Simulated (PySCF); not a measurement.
A structure optimised at B3LYP-D3(BJ)/def2-SVP, used in a PySCF frequency run:

```
Si
N 1 1.7089
H 2 1.0159 1 120.24
H 2 1.0166 3 111.71 1 148.49
H 1 1.4768 2 110.03 3 -165.37
Cl 1 2.0839 5 106.74 2 125.17
Br 1 2.2306 5 110.75 2 -118.33
```

Q: Write its SMILES and formula.

A: N[SiH](Cl)Br, BrClH3NSi

Q: What are its rotational constants (standard atomic weights)?

A: 3.9945, 1.5027, 1.1594 GHz
